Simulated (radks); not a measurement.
The iodine ion I10+ is in [Kr] 4d7. Method: scalar-relativistic Kohn-Sham, PBEsol, spin-polarised, spherical densities, finite nucleus; Fermi nuclear charge, rms radius of each element as measured or else 0.836 A^(1/3) + 0.57 fm; computed with a radial shooting solver on a logarithmic mesh with Libxc functionals. Open shells are filled with parallel spins first. One electron is removed from 4d, 4s, 4p, 3d in turn, with full relaxation. Which removal costs least, and what does each cost?

Answer. 4d 222.90 eV; 4p 304.73 eV; 4s 359.88 eV; 3d 812.69 eV. The 4d electron leaves first.
